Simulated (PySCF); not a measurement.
CF3, SMILES F[C](F)F (connectivity only; charge and spin as stated), charge +1, multiplicity 1.

The structure is a stationary point at TPSSh-D3(BJ)/def2-TZVP. The spin state was assumed, not searched. The isomer is the one that the SMILES or the coordinates give; other isomers of the formula were not compared.

These are TPSSh-D3(BJ)/def2-TZVP run with PySCF values and carry that method's errors.

Frequencies are harmonic and unscaled.

Modes within 1.5 cm⁻¹ of each other (mostly degenerate sets) share a row, with their intensities summed.

Computed vibrational spectrum:
```json
[
 {"mode": "1–2", "ν (cm⁻¹)": "579", "IR (km/mol)": "23.2", "Raman (Å⁴/amu)": "2.2", "depolarisation": "0.75", "moving atoms (share of kinetic energy)": "F 91 %, C 9 %"},
 {"mode": "3", "ν (cm⁻¹)": "786", "IR (km/mol)": "55.8", "Raman (Å⁴/amu)": "0.0", "depolarisation": "–", "moving atoms (share of kinetic energy)": "C 83 %, F 17 %"},
 {"mode": "4", "ν (cm⁻¹)": "1038", "IR (km/mol)": "0.0", "Raman (Å⁴/amu)": "6.8", "depolarisation": "0.06", "moving atoms (share of kinetic energy)": "F 100 %"},
 {"mode": "5–6", "ν (cm⁻¹)": "1655", "IR (km/mol)": "848.0", "Raman (Å⁴/amu)": "1.4", "depolarisation": "0.75", "moving atoms (share of kinetic energy)": "C 74 %, F 26 %"}
]
```
